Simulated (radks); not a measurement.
Coulomb parameter of the 4f shell of the gadolinium ion Gd3+ in the model configuration [Xe] 4f6 5d1, as a second difference U = [E(n + 0.5) + E(n - 0.5) - 2 E(n)] / (0.5)^2 with all orbitals relaxed. "Bare": the charge of the atom changes with n. "Screened": the 5d shell takes up the change at fixed total charge, which measures U(4f,4f) + U(5d,5d) - 2 U(4f,5d). Method: Dirac Kohn-Sham, LDA (Slater exchange, Perdew-Wang correlation), spin-unpolarised, spherical densities, finite nucleus; open shells are shared between the two j in proportion to 2j + 1; Fermi nuclear charge, rms radius 5.1569 fm; computed with a radial shooting solver on a logarithmic mesh with Libxc functionals.

| case | configuration | E - E(n) (eV) |
|---|---|---|
| start | [Xe] 4f6 5d1 | 0.000 |
| bare +0.5 | [Xe] 4f6.5 5d1 | -18.147 |
| bare -0.5 | [Xe] 4f5.5 5d1 | 23.065 |
| screened +0.5 | [Xe] 4f6.5 5d0.5 | -6.488 |
| screened -0.5 | [Xe] 4f5.5 5d1.5 | 7.896 |

U(bare) = 19.671 eV, U(screened by 5d) = 5.635 eV.
